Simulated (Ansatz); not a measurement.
Saddle point of GaH$_{5}$O$_{3}$, closed shell (GaH₃O₂ ([OH][GaH][OH]) + H₂O → GaH₃O₃ ([OH][Ga]([OH])[OH]) + H₂; bonds formed: H2–H5; dative contacts that become bonds: Ga1–O6; bonds broken: Ga1–H2, H5–O6), PBE0-D4/def2-TZVP structure:

Ga1  (0.017, -0.050, 0.332)
H2  (-1.105, 1.229, -0.349)
O3  (-0.889, -1.531, 0.720)
O4  (1.258, 0.604, 1.425)
H5  (-0.633, 0.842, -1.150)
O6  (0.320, 0.080, -1.572)
H7  (-0.740, -1.848, 1.613)
H8  (1.732, 1.358, 1.071)
H9  (0.041, -0.684, -2.090)
(Å)

Energies are electronic, without zero-point energy. Barriers and step energies count from the start structure reached by relaxing down the imaginary mode; all methods use the PBE0-D4 structures, on which another method's saddle can fall below an end. Program: Ansatz 0.2.0. Basis: def2-TZVPP, with def2-QZVPP for the basis limit. Cores are frozen in the correlated methods. Filled d shells of the heavier atoms are correlated. The def2 sets are not built for correlating such inner shells, so the correlated values are less sure here. B3LYP uses VWN-RPA correlation. Extrapolation: Hartree–Fock as exp(−7.88 √X), correlation as X^−2.97.

```
      method  barrier (eV)  step energy (eV)
       SPW92         1.100             0.569
      PBE-D4         1.166             0.297
     BLYP-D4             ?             0.198
   r2SCAN-D4         1.239             0.305
      B97M-V         1.365             0.385
     PBE0-D4         1.303             0.354
    B3LYP-D4         1.343             0.267
  r2SCAN0-D4             ?             0.354
    BHLYP-D4         1.500             0.329
CAM-B3LYP-D4         1.391             0.330
     wB97X-V         1.390             0.298
     wB97M-V         1.418             0.343
      B2PLYP         1.354             0.236
    PBE-QIDH         1.370             0.324
  RPA on PBE             ?             0.236
          HF         1.748             0.247
         MP2         1.340             0.207
        CCSD         1.466             0.280
     CCSD(T)         1.396             0.268
```

(1) Fill in the withheld barriers. (An estimate is asked for; the value comes from the calculation.)

T1 diagnostic: at most 0.015.

Results:

(1) By the calculation: RPA on PBE 1.369; BLYP-D4 1.237; r2SCAN0-D4 1.347 eV. Each is the energy of the saddle less that of the start structure, by the same method.

For comparison, the barrier by CCSD(T) at an estimated basis limit (MP2 extrapolated from triple and quadruple zeta, plus CCSD(T) − MP2 in triple zeta) is 1.412 eV.

The step is the kind of ligand exchange by which a precursor binds to a hydroxyl group, or is hydrolysed, in atomic layer deposition of oxides.

Labels in which every atom is bracketed show which atoms are joined, not bond orders.

For scale, one of the runs: CCSD(T)/def2-TZVPP, 211 basis functions, launched by `ansatz run in.yaml --threads 4 --pin off --events-out ev --progress --plain --max-ram 9574MiB`. Time: 2.4 min of wall clock on 4 CPU threads of an Intel Xeon; the host was shared. Peak host memory: 3.2 GiB.
